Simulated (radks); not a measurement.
Problem. Radial electron density D(r) = 4 pi r^2 rho(r) of an atom or ion with 15 electrons. Calculated with a radial shooting solver on a logarithmic mesh with Libxc functionals: non-relativistic Kohn-Sham, PBE, spin-polarised, spherical densities, point nucleus.

```
   r/bohr * D(r) (the largest magnitude, 61.8, reaches the edge; | marks zero)
  0.00282 |   *
 0.003528 |     *
 0.004378 |       *
 0.005477 |           *
 0.006798 |               *
 0.008505 |                     *
  0.01056 |                           *
  0.01321 |                                  *
  0.01639 |                                        *
   0.0205 |                                             *
  0.02545 |                                               *
  0.03184 |                                             *
  0.03951 |                                         *
  0.04943 |                                       *
  0.06135 |                                         *
  0.07676 |                                               *
  0.09526 |                                                      *
   0.1192 |                                                     *
   0.1491 |                                         *
   0.1851 |                          *
   0.2315 |                *
   0.2873 |               *
   0.3595 |               *
   0.4461 |          *
   0.5582 |   *
   0.6927 |*
   0.8667 *
    1.076 *
```

What is the nuclear charge?

Solution. Z = 43. The innermost maximum, from 1s, lies near 1/Z = 0.0233 bohr (found: 0.0252), and its height grows with Z. The density is that of the technetium ion Tc28+ in [Ne] 3s2 3p3; the configuration itself is not fixed sharply by these data, and Z only to a few units. D(r) has 3 maxima, at r = 0.0252, 0.105, 0.319 bohr, and minima at 0.0510, 0.261 bohr, inside which lie 2.08, 10.56 electrons.
